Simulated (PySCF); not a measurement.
A calculated (HSE06, PySCF 2.14, cc-pVDZ-X2C, scalar relativity by spin-free X2C-1e) atom or ion has these occupied shells.

```
shell  electrons  orbital energy (eV)  rms radius, mean of both spins (bohr)
 1s α          1             -53644.3                                 0.0240
 1s β          1             -53644.3                                 0.0240
 2s α          1              -8963.0                                 0.0971
 2s β          1              -8962.9                                 0.0971
 2p α          3              -7967.1                                 0.0874
 2p β          3              -7967.0                                 0.0874
 3s α          1              -2008.4                                  0.250
 3s β          1              -2006.6                                  0.250
 3p α          3              -1699.7                                  0.251
 3p β          3              -1697.8                                  0.251
 3d α          5              -1294.6                                  0.230
 3d β          5              -1292.9                                  0.230
 4s α          1              -403.38                                  0.563
 4s β          1              -398.97                                  0.563
 4p α          3              -300.76                                  0.599
 4p β          3              -296.20                                  0.599
 4d α          5              -158.60                                  0.658
 4d β          5              -153.47                                  0.658
 5s α          1              -50.269                                   1.40
 5s β          1              -48.059                                   1.40
 5p α          3              -25.754                                   1.67
 5p β          3              -23.937                                   1.67
 4f α          7               -4.649                                   1.02
 6s α          1               -3.707                                   4.53
 4f β          3               -1.802                                   1.02
 5d α          1               -1.286                                   3.53
```

Name the element and its charge.

Dy (dysprosium, neutral), in [Xe] 4f10 5d1 6s1, one real determinant (an excited configuration).
